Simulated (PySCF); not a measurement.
Species: C8H16P (charge +1).
Bonds: C1–C2, C2–C3 (double), C3–C4, C4–C5, C4–C6, C3–C7, C7–C8, C8–P9, C2–P9. Hydrogens: H10, H11, H12 on C1; H13 on C4; H14, H15, H16 on C5; H17, H18, H19 on C6; H20, H21 on C7; H22, H23 on C8; H24, H25 on P9.

NICS is the negative of the GIAO shielding at a point without a nucleus: at the ring centre (0) and 1 Å above and below it (1); zz is the component along the ring normal. Level: GIAO PBE0/pcSseg-1 (PySCF, non-relativistic, gas phase) on the GFN2-xTB geometry, one conformer.

Ring bond lengths (Å), with Mayer bond orders in brackets: C2–C3 1.351 (1.72), C3–C7 1.505 (1.04), C7–C8 1.545 (1.01), C8–P9 1.812 (1.00), P9–C2 1.784 (1.02).

Q: What do the NICS probes read (ppm)?

A: 
```
          ring                                                     type  NICS(0)  NICS(1), two faces  NICS(1)zz, two faces  rms pucker (Å)  centre to ring atoms, mean (Å)
C2–C3–C7–C8–P9  5-membered ring with P; formal bonds 1 double, 4 single     -4.7         -4.7 / -4.1           -3.4 / -2.7            0.08                            1.35
```

Q: What do they say, and how far can they be read as aromaticity?

A: 
- C2–C3–C7–C8–P9: mean NICS(1)zz -3.1 ppm, shielded. C7, C8, P9 have four or more neighbours; no verdict on aromaticity is drawn.

Q: How shielded are the nuclei of the rings and their hydrogens (means over atoms taken as equivalent)?

A: 
```
   atoms                      environment  σ isotropic (ppm)
      C2  fully substituted alkene carbon               79.8
      C3  fully substituted alkene carbon               -9.0
      C7                   allylic carbon              148.3
      C8   sp3 carbon bound to phosphorus              172.7
      P9           phosphonium phosphorus              346.3
H20 (×2)               methylene hydrogen              28.28
H22 (×2)               methylene hydrogen              28.86
H24 (×2)                     P–H hydrogen              25.32
```
